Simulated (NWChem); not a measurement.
## Lowest excitation of diantimony (Sb$_{2}$)

```xyz
2

Sb     0.0000     0.0000     1.2580
Sb     0.0000     0.0000    -1.2580
```
Charge 0, spin multiplicity 1.

Everything below was run with NWChem. The geometry was optimised at PBE/def2-SVP with def2 effective core potentials on Sb, a minimum by its harmonic frequencies.

Basis set: def2-SVPD. CR-EOMCCSD(T) is the triples correction to the same EOM-CCSD root.

```json
[
 {"method": "CIS", "lowest vertical singlet excitation energy (eV)": "1.68", "difference from EOM-CCSD": "-1.10"},
 {"method": "TD-PBE", "lowest vertical singlet excitation energy (eV)": "2.24", "difference from EOM-CCSD": "-0.54"},
 {"method": "TDA-BHandHLYP", "lowest vertical singlet excitation energy (eV)": "1.88", "difference from EOM-CCSD": "-0.90"},
 {"method": "TD-B3LYP", "lowest vertical singlet excitation energy (eV)": "2.04", "difference from EOM-CCSD": "-0.74"},
 {"method": "EOM-CCSD", "lowest vertical singlet excitation energy (eV)": "2.78", "difference from EOM-CCSD": "0.00"},
 {"method": "CR-EOMCCSD(T)", "lowest vertical singlet excitation energy (eV)": "2.52", "difference from EOM-CCSD": "-0.26"}
]
```

The values span 1.10 eV, from CIS (lowest) to EOM-CCSD (highest). 

Effective core potentials replace the inner electrons of Sb; spin-orbit coupling is left out. The correlated methods keep 8 core orbitals frozen. B3LYP has NWChem's definition, with VWN1-RPA local correlation. Coupled-cluster values serve here as a point of comparison, not as the truth.
